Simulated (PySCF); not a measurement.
SMILES F[SiH](F)[GeH3], singlet (CAM-B3LYP/def2-SVP optimised geometry):

```
8

Si    -1.119    -0.042     0.000
F     -1.639    -0.714     1.373
F     -1.644     1.485     0.000
Ge     1.250    -0.042     0.000
H     -1.775    -0.747    -1.125
H      1.775     0.699    -1.237
H      1.771    -1.485    -0.029
H      1.769     0.654     1.263
```

Calculation: CAM-B3LYP/def2-TZVP (PySCF 2.14.0).

Question: What are the frontier orbital energies and the dipole moment?

Answer: HOMO-2 -11.43 eV, HOMO-1 -11.43 eV, HOMO -9.91 eV, LUMO 0.74 eV, LUMO+1 0.79 eV; dipole moment 1.78 D.

On the same geometry PBE/def2-TZVP (PySCF) gives HOMO-2 -8.70 eV, HOMO-1 -8.70 eV, HOMO -7.34 eV, LUMO -1.16 eV, LUMO+1 -1.07 eV; dipole moment 1.59 D.

Meta-Löwdin charges at CAM-B3LYP/def2-TZVP: Si1 1.15, F2 -0.50, F3 -0.50, Ge4 0.09, H5 -0.12, H6 -0.04, H7 -0.04, H8 -0.04.
